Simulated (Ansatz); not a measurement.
The same redistribution along the group Mg, Zn, Cd.

Calculated with Ansatz (gas phase, PBE0-D4/def2-TZVP geometries, no zero-point term in ΔE). CCSD(T)/CBS adds triple-zeta CCSD(T) − MP2 to the extrapolated MP2 energy (def2 sets, frozen cores). DFT in def2-TZVPP. Elements past krypton have def2 core potentials. For Cd, Mg, Zn outer-core shells are correlated without core-valence functions, which leaves a few kJ/mol of doubt a bond. Scalar relativity is left out up to krypton. One conformer a species, not always the lowest.

```tsv
reaction	B2PLYP (kJ/mol)
`[SiH3][O][Mg][O][SiH3]` + `[SiH3][SiH2]Cl` → `[SiH3][O][Mg][Cl]` + `[SiH3]O[SiH2][SiH3]`	-50
`[SiH3][O][Zn][O][SiH3]` + `[SiH3][SiH2]Cl` → `[SiH3][O][Zn][Cl]` + `[SiH3]O[SiH2][SiH3]`	-77
`[SiH3][O][Cd][O][SiH3]` + `[SiH3][SiH2]Cl` → `[SiH3][O][Cd][Cl]` + `[SiH3]O[SiH2][SiH3]`	-98
```

(1) Give the CCSD(T)/CBS values in the same order. (An estimate is asked.)

Largest T1 diagnostic: 0.015, for `[SiH3][O][Zn][O][SiH3]`.

## Answers

(1) Ansatz gave: -45, -79, -101 kJ/mol.
